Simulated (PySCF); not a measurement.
Geometry (Å), atoms numbered from 1 in this order:
```xyz
24

C     1.6165    0.2960    0.7499
N     0.6599   -0.0088   -0.3250
C     1.2285    0.3798   -1.6265
Al    0.2931   -2.1067   -0.3408
C    -1.5367   -1.7517    0.3635
C    -1.4880   -0.3136    0.8773
C    -0.6901    0.5704   -0.0833
C    -0.6813    2.0148    0.3925
F    -1.9436    2.4878    0.3499
F     0.0768    2.8028   -0.4089
H     1.1927    0.0210    1.7247
H     2.5229   -0.3054    0.6044
H     1.8926    1.3636    0.7501
H     1.4448    1.4570   -1.6677
H     0.5255    0.1145   -2.4265
H     2.1555   -0.1864   -1.7926
H     1.4268   -2.6383    0.6669
H     0.4584   -2.4820   -1.8937
H    -1.8668   -2.4354    1.1613
H    -2.2842   -1.8322   -0.4455
H    -2.4820    0.1459    1.0075
H    -1.0087   -0.2760    1.8731
H    -1.2028    0.5740   -1.0599
H    -0.3077    2.1277    1.4250
```

Geometry: PBE0-D3(BJ)/def2-SVP; GIAO shifts from PySCF 2.14, gas phase, non-relativistic, averaged over equivalent atoms.

At PBE0/pcSseg-1 (247 basis functions, 63 s wall time on 1 thread of an Arm Neoverse V2, shared host):
```tsv
atoms	δ (ppm)
C8	121.0
C7	70.3
C3	50.5
C1	40.3
C6	28.1
C5	2.5
N2	49.8
Al4	111.8
F10	-136.2
F9	-138.8
H24	5.62
H18	4.24
H17	4.16
H14/H15/H16	2.72
H11/H12/H13	2.39
H23	2.22
H21	2.09
H22	1.44
H19	0.22
H20	0.21
```

Chemical shifts δ = σref − σ; TMS for $^{13}$C (σ = 184.41 ppm) and $^{1}$H (σ = 31.27 ppm); $^{15}$N (σ = 265.67 ppm) vs NH3; $^{27}$Al (σ = 489.28 ppm) vs AlH4-; CFCl3 for $^{19}$F (σ = 177.25 ppm), all at this level.

Question: What do these become at HF/pcSseg-1?

Answer: 
| atoms | δ at HF/pcSseg-1 | change |
| --- | --- | --- |
| C8 | 106.2 | -14.8 |
| C7 | 61.5 | -8.8 |
| C3 | 45.5 | -5.0 |
| C1 | 36.8 | -3.5 |
| C6 | 23.2 | -4.9 |
| C5 | 0.1 | -2.4 |
| N2 | 24.3 | -25.5 |
| Al4 | 89.5 | -22.3 |
| F10 | -105.4 | +30.8 |
| F9 | -109.7 | +29.1 |
| H24 | 5.15 | -0.47 |
| H18 | 3.79 | -0.45 |
| H17 | 3.73 | -0.43 |
| H14/H15/H16 | 2.61 | -0.11 |
| H11/H12/H13 | 2.28 | -0.11 |
| H23 | 2.05 | -0.17 |
| H21 | 1.88 | -0.21 |
| H22 | 1.10 | -0.34 |
| H19 | 0.03 | -0.19 |
| H20 | -0.04 | -0.25 |

Chemical shifts δ = σref − σ; $^{13}$C (190.85 ppm) and $^{1}$H (31.69 ppm) vs TMS; $^{15}$N (265.72 ppm) against NH3; $^{27}$Al (516.24 ppm) vs AlH4-; CFCl3 for $^{19}$F (246.35 ppm), all at this level.

The largest change is at F10 (fluorine of a CF2 group). Cost: 247 basis functions, 27 s wall time on 1 thread of an Arm Neoverse V2, shared host. The order of the carbon signals is the same at both levels.

Unscaled 19F shifts against computed CFCl3 carry errors that often reach 10 to 50 ppm. Experimental scales use liquid or dissolved standards, which lie at an offset from isolated NH3 (liquid NH3: subtract about 20 ppm).
